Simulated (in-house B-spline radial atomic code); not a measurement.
A fraction x of an electron is removed from 3d in Br³⁺, starting from [Ar] 3d10 4s2 4p2 and keeping the highest spin. Level of theory: non-relativistic CAM-B3LYP, spin-polarised, spherical fractional occupations, point nucleus; calculated with a B-spline radial code for spherical atoms.

Caution: exact exchange at fractional occupations of open shells leaves self-interaction of up to several eV.

```tsv
x	E(x) - E(0) (eV)	3d down level (eV)
0	0.0000	-112.556
0.06	6.7991	-114.082
0.25	28.9375	-118.966
0.36	?	?
0.41	48.3051	-123.137
0.5	59.4940	-125.506
0.52	62.0094	-126.035
0.68	82.5150	-130.294
0.81	?	?
0.91	113.1947	-136.504
1	125.5905	-138.961
```

Question: What belongs in the row x = 0.36?

Answer: An energy change of 42.1810 eV; 3d down at -121.828 eV.

Question: What belongs in the row x = 0.81?

Answer: An energy change of 99.6801 eV; 3d down at -133.791 eV.

Question: Check Janak's theorem between x = 0.06 and 0.25.

Answer: The slope of the energy is 116.52 eV; the orbital levels give 116.52 eV (-ε of the emptying orbital, averaged over the two points).
